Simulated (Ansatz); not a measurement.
GeH5N, SMILES `[NH2][GeH3]`, charge 0, multiplicity 1.

Q: Give a relaxed structure at PBE0-D4/def2-TZVP (the Gaussian-basis code of Ansatz). (Best estimate.)

A: Ansatz gave: 
```xyz
7

N    -0.972   -0.623    0.125
Ge    0.467    0.499   -0.129
H    -0.949   -1.451   -0.455
H    -1.091   -0.918    1.085
H     0.249    1.716    0.783
H     1.840   -0.132    0.202
H     0.457    0.910   -1.610
```
Point group Cs.
